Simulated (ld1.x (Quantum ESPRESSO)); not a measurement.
Li, TM semilocal: configuration errors across variants

```json
{
 "Element": "lithium",
 "Generator": "ld1.x (Quantum ESPRESSO) 7.5",
 "Type": "norm-conserving Troullier–Martins (semilocal form)",
 "Functional": "LDA (PZ)",
 "Relativity": "scalar-relativistic",
 "Frozen core": "none",
 "Valence charge": "3",
 "Reference configuration": "1s2 2s0.75 2p0 (charge +0.25)",
 "Partial waves": "1s (bound): rc 0.60 bohr; 2p (bound, empty): rc 3.90 bohr",
 "Local potential": "the p channel",
 "Core correction": "none"
}
```

Occupied shells without a wave of their own: 2s. They enter only through the test configuration that unscreens the potential.

All-electron excitation energies from the reference (eV): (1) 1s2 2s1 2p0 -0.869; (2) 1s2 2s0 2p0 4.371; (3) 1s2 2s0.5 2p0 1.176; (4) 1s2 2s0 2p1 0.885; (5) 1s1 2s1 2p0 66.509; (6) 1s2 2s0.75 2p0 spin -0.161; (7) 1s2 2s1 2p0 spin -1.102.

Spin tests fill each open shell by Hund’s rule, majority spin first.

In the semilocal form every listed channel keeps its own potential, so the choice of the local channel does not act on these tests. It acts once the file is put into the separable form.

A semilocal file is local in each channel, so a ghost entry of none says nothing of the separable form that plane-wave codes build from it.

4 further variants failed, have other tests or another functional or relativity, and are left out.

Errors AE − PS in meV (a dash: test not solved or not reliable):

| change | (1) | (2) | (3) | (4) | (5) | (6) | (7) | bound ghosts |
| --- | --- | --- | --- | --- | --- | --- | --- | --- |
| base | -1.5 | +7.6 | +1.9 | +1.4 | +56 | -0.2 | -1.8 | none |
| wave 1s (bound): rc 0.60 bohr becomes 1s (bound): rc 0.70 bohr | -3.1 | +16 | +4.1 | +6.6 | +100 | -0.4 | -3.7 | none |
| type ultrasoft, which also changes the form from semilocal to separable; waves now 1s (bound): rc 0.60 bohr; 2s (bound): rc 0.60 bohr; 2p (bound): rcut 3.40, rcutus 3.90 bohr; 2p channel at 1.8 Ry: rcut 3.40, rcutus 3.90 bohr; local potential all-electron potential smoothed inside 1.95 bohr (lloc = -2); augmentation PSQ, radius 0.60 bohr | 0.0 | 0.0 | 0.0 | +3.9 | +56 | 0.0 | 0.0 | none |
| wave 2p (bound): rc 3.90 bohr becomes 2p (bound): rc 4.80 bohr | -1.5 | +7.6 | +1.9 | -1.5 | +56 | -0.2 | -1.8 | none |
| all radii scaled by about 1.04 (s 0.62, p 4.06 bohr) | -1.7 | +8.6 | +2.2 | +1.4 | +62 | -0.2 | -2.0 | none |

Question: Give the same row for: wave 2p (bound): rc 3.90 bohr becomes 2p (bound): rc 3.78 bohr.

Answer: -1.5, +7.6, +1.9, +1.7, +56, -0.2, -1.8; bound ghosts: none.
